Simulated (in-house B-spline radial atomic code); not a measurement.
B97-1 excitations of S4+

Method: B97-1. Computed with a B-spline radial code for spherical atoms: linear response of the closed shell [Ne] 3s2 with the functional's adiabatic kernel; scalar-relativistic (spin-free one-electron X2C), finite nucleus, no spin-orbit coupling, no double excitations, S, P, D and F terms only.

Command:
```bash
python run_td.py task.json out
```
Settings (radii: box in bohr, nucleus in fm):
```
Z                        16
electrons                12
configuration            [Ne] 3s2
hamiltonian              x2c
method                   b97_1
box_radius               19.1
rms_radius               3.2611
intervals                72
```

Cost of the run: 0.4 s on 1 thread of Intel(R) Xeon(R) Platinum 8488C (Sapphire Rapids) (shared host).

The lowest states, in the order of their Tamm-Dancoff energies; the method's threshold (minus the highest occupied level) is 67.13 eV. Labels give the largest channel, * marks a mixed state, and oscillator strengths are full-response dipole values. Semilocal kernels can invert the small singlet-triplet splittings of Rydberg terms. Energies in eV:

```csv
state,full response,Tamm-Dancoff,oscillator strength
3s → 3p 3P,?,?,-
3s → 3p 1P,15.663,16.216,1.36
3s → 3d 3D,27.699,27.792,-
3s → 3d 1D,?,?,-
3s → 4s 3S,38.13,38.15,-
3s → 4s 1S,39.20,39.22,-
3s → 4p 3P,42.16,42.19,-
3s → 4p 1P,42.73,42.76,0.105
3s → 4d 3D,47.67,47.69,-
3s → 4d 1D,48.23,48.23,-
3s → 4f 3F,49.62,49.64,-
3s → 4f 1F,49.74,49.75,-
3s → 5s 3S,51.57,51.58,-
3s → 5s 1S,51.86,51.87,-
3s → 5p 3P,53.32,53.33,-
3s → 5p 1P,53.40,53.40,0.0407
```

Task: Where does 3s → 3p 3P lie?

Result: At 9.799 eV in full response, 10.130 eV in Tamm-Dancoff.

Task: Where does 3s → 3d 1D lie?

Result: At 29.715 eV in full response, 29.725 eV in Tamm-Dancoff.

Task: How large is the singlet-triplet splitting of 3s → 3p (P terms) in Tamm-Dancoff?

Result: 6.09 eV, from the unrounded values.

Task: What polarisabilities and dispersion coefficient does the method give?

Result: Dipole 4.273 bohr³, quadrupole 6.219 bohr⁵, C6 8.366 hartree·bohr⁶ for two such species.
